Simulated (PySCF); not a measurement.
Compound: C6H10N2 (charge +1 and doublet state).
Geometry (GFN2-xTB, Å), atoms numbered from 1 in this order:
```xyz
18
C6H10N2 angstrom
C     -2.3011   -0.7506    1.5830
C     -2.0820   -0.1274    0.4308
C     -1.1806    1.0572    0.2837
C      0.1075    0.6525   -0.3972
N      0.5907    1.0765   -1.4623
C      0.8576   -0.4193    0.3426
N      1.9300   -0.9063   -0.0488
C      2.7086   -0.6489   -1.1553
H     -1.8489   -0.4318    2.5089
H     -2.9781   -1.5846    1.6470
H     -2.5629   -0.4625   -0.4774
H     -1.6622    1.8345   -0.3128
H     -0.9205    1.4598    1.2666
H      0.1786    1.7823   -2.0560
H      0.3982   -0.7825    1.2537
H      3.6979   -0.3113   -0.8354
H      2.2233    0.1375   -1.7821
H      2.8351   -1.5688   -1.7319
```

The hyperfine couplings belong to this conformer and change with its torsions.

Identity: `[H]/N=C(/C=N\C)C[CH][CH2+]` [radical] (charge +1).

Theory: UKS B3LYP, pcH-1 on C H N, non-relativistic, mean-field spin-orbit, GIAO in PySCF. Geometry: GFN2-xTB, one conformer, isolated ion. The geometry wasn't refined by DFT: couplings that depend on bond lengths, twists or pyramidal angles can differ widely from those at the functional's own minimum, by a factor of two or more for some ions and for spin on atoms past the first row. Stability of the SCF solution: not tested.

Task: Break the g tensor into its mass correction, gauge correction and orbital-Zeeman/spin–orbit terms.

Result: 
| Δg (ppm) | 1 | 2 | 3 |
| --- | --- | --- | --- |
| relativistic mass correction | -229 | -229 | -229 |
| gauge correction | 6 | 37 | -24 |
| orbital Zeeman/spin–orbit | -543 | 362 | 1939 |
| total | -766 | 170 | 1686 |

So g = 2.00155, 2.00249, 2.00401 and g_iso = 2.00268; the tensor is rhombic: the two nearest values differ by 38 % of g3 − g1. Axes: g2 points within 4° of the C4–N5 bond.

Task: What effective moment and Curie constant follow for a powder?

Result: With the mean of g² = 4.0107 and S(S+1) = 0.75: μ_eff = √(⟨g²⟩S(S+1)) = 1.734 μB and χT = 0.12505·⟨g²⟩·S(S+1) = 0.376 cm³ K/mol (cgs; spin-Hamiltonian part alone).

Task: At 9.551 GHz, how far is the centre of the isotropic spectrum from where a free electron (g = 2.002319) resonates?

Result: B = hν/(g μB) with μB/h = 13.99624 MHz/mT gives 340.80 mT for the free electron and 340.74 mT at g_iso, 0.06 mT lower.

Task: In a frozen sample, at which fields do the three g values resonate at 9.5, 34, 94 and 263 GHz (hyperfine left aside), and which band first spreads them over more than twice a line width of 1.0 mT?

Result: 
```
band    GHz  B(g3) mT  B(g2) mT  B(g1) mT  spread mT
   X    9.5    338.70    338.95    339.11       0.41
   Q   34.0   1212.18   1213.10   1213.67       1.48
   W   94.0   3351.33   3353.87   3355.44       4.11
   J  263.0   9376.60   9383.70   9388.09      11.49
```

The spread grows in proportion to the frequency. W band is the first where it exceeds 2.0 mT.

Largest spin populations (Mulliken): N7 (+0.46), N5 (+0.22), C8 (+0.07) and C1 (+0.07).

The HOMO–LUMO gaps are 4.25 eV among the α and 2.25 eV among the β orbitals.

The SMILES draws the unpaired electron on C2; the largest computed Mulliken spin population is on N7 (0.46 against 0.01).
